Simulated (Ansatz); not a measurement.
Relaxation of CH5O2Sb (9 atoms, charge 0, multiplicity 1), to a largest force component of 0.015 eV/Å in at most 40 steps.

The calculation used Ansatz, RKS revPBE/def2-SVP.

```xyz
9
Properties=species:S:1:pos:R:3
C -0.205 0.854 -0.997
Sb 1.113 0.196 0.513
O 0.739 -1.734 0.008
O -0.268 0.192 1.918
H 0.225 0.794 -2.023
H -0.501 1.980 -0.822
H -1.156 0.296 -0.980
H 0.214 -1.623 -0.857
H -1.047 -0.387 1.596
```

Task: Where does it end, and by what steps?

Result: It converged. The force dipped under the threshold on the way, but the program's further checks kept it going. After 8 steps the energy has fallen by 0.339 eV; H8 moved furthest, 0.40 Å.

| step | energy less start (eV) | largest force component (eV/Å) | accepted |
| --- | --- | --- | --- |
| 0 | 0.0000 | 2.481 | yes |
| 1 | -0.2688 | 0.772 | yes |
| 2 | -0.2946 | 0.838 | yes |
| 3 | -0.3269 | 0.298 | yes |
| 4 | -0.3371 | 0.074 | yes |
| 5 | -0.3381 | 0.062 | yes |
| 6 | -0.3391 | 0.007 | yes |
| 7 | -0.3391 | 0.034 | yes |
| 8 | -0.3391 | 0.005 | yes |

```xyz
9
Properties=species:S:1:pos:R:3
C -0.264 0.944 -1.022
Sb 1.110 0.116 0.502
O 1.042 -1.783 -0.216
O -0.281 0.062 1.981
H 0.223 0.925 -2.018
H -0.526 1.991 -0.766
H -1.196 0.342 -1.067
H 0.176 -1.954 -0.636
H -1.171 -0.074 1.600
```

The run took 18 s on 2 threads of Arm Neoverse V1, on a shared host, peak memory 0.13 GiB.
